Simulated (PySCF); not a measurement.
Gas-phase reaction: 2 HfCl3OH + Cl2 → 2 HfCl4 + H2O2

Method: PySCF energies plus ideal-gas RRHO corrections (1 bar). † marks an energy on the PBE0/def2-TZVP geometry and frequencies. MP2 freezes the core. All species are closed-shell singlets. Hf: scalar-relativistic def2 core potential, no spin-orbit coupling. HfCl3OH: computed as isolated molecules; such fragments, hydroxides, amides, oligomers or adducts are transient or little studied in the gas. MP2 isn't extrapolated to the basis-set limit.

MP2/def2-TZVPP† gives ΔH°(298 K) = 140 kJ.

Q: What do PBE/def2-TZVP†, r2SCAN/def2-TZVP†, MP2/def2-SVP† give?

A: PBE/def2-TZVP†: 126 kJ; r2SCAN/def2-TZVP†: 126 kJ; MP2/def2-SVP†: 130 kJ. For scale, ΔH°(298 K) is 140 kJ at this level, 140 kJ at ωB97M-V/def2-TZVP†, and runs from 115 to 144 kJ over the 17 levels computed.
